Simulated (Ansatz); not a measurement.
Potential energy curve for SeH (cation, charge +1), lowest singlet found (which spin is the ground state isn't settled by this scan).

RKS-PBE = restricted PBE/cc-pVTZ in Ansatz (a program for electronic structure); RKS-B3LYP = restricted B3LYP/cc-pVTZ (Ansatz); FCI = Ansatz with full CI/cc-pVTZ, cores with 3d frozen.

Energies relative to the lowest point of each curve between 1.27 and 1.81 Å, where full CI is lowest, in kcal/mol; the last columns give the error against full CI:

| R / Å | RKS-PBE | RKS-B3LYP | FCI | RKS-PBE − FCI | RKS-B3LYP − FCI |
|---|---|---|---|---|---|
| 1.08 | 84.1 | 82.0 | 82.4 | 1.7 | -0.4 |
| 1.17 | 43.7 | 42.0 | 41.9 | 1.8 | 0.1 |
| 1.27 | 17.8 | 16.7 | 16.4 | 1.4 | 0.3 |
| 1.32 | 10.1 | 9.2 | 8.9 | 1.2 | 0.3 |
| 1.38 | 4.1 | 3.6 | 3.3 | 0.8 | 0.2 |
| 1.44 | 1.0 | 0.7 | 0.6 | 0.4 | 0.1 |
| 1.49 | 0.0 | 0.0 | 0.0 | 0.0 | 0.0 |
| 1.53 | 0.1 | 0.3 | 0.4 | -0.3 | -0.1 |
| 1.58 | 1.0 | 1.5 | 1.7 | -0.6 | -0.2 |
| 1.62 | 2.3 | 3.0 | 3.2 | -0.9 | -0.3 |
| 1.71 | 6.5 | 7.6 | 8.0 | -1.5 | -0.4 |
| 1.81 | 12.6 | 14.1 | 14.6 | -2.0 | -0.5 |
| 1.92 | 20.2 | 22.2 | 22.6 | -2.4 | -0.5 |
| 2.05 | 29.5 | 32.0 | 32.2 | -2.7 | -0.2 |
| 2.20 | 39.9 | 42.9 | 42.5 | -2.6 | 0.4 |
| 2.44 | 54.8 | 58.7 | 56.7 | -1.8 | 2.0 |
| 2.68 | 67.0 | 71.7 | 67.3 | -0.3 | 4.3 |
| 2.99 | 78.7 | 84.4 | 76.3 | 2.4 | 8.1 |
| 3.34 | 87.3 | 94.0 | 81.5 | 5.7 | 12.5 |
| 3.79 | 93.2 | 101.2 | 84.1 | 9.0 | 17.1 |
| 4.36 | 95.9 | 105.2 | 85.0 | 10.9 | 20.2 |

RKS-PBE is furthest from FCI at 4.36 (10.9 kcal/mol, above); its mean absolute error over the points is 2.4 kcal/mol.

RKS-B3LYP is furthest from FCI at 4.36 (20.2 kcal/mol, above); its mean absolute error over the points is 3.2 kcal/mol.

The scan ran from 1.08 to 5.12 Å; beyond the distances shown full CI changes its symmetry label. The restricted form behind RKS-PBE, RKS-B3LYP keeps the bonding electrons paired and can't separate into open-shell fragments. Also computed but left out beside FCI, since their determinant holds another spin at the minimum (<S²> over 0.7 above the pure value): UHF, UMP2, UCCSD, UCCSD(T), UKS-BLYP, UKS-B3LYP, UKS-PBE, UKS-B3LYP/6-31G*, UHF/LANL2DZ, UMP2/3-21G, UKS-B3LYP/3-21G.
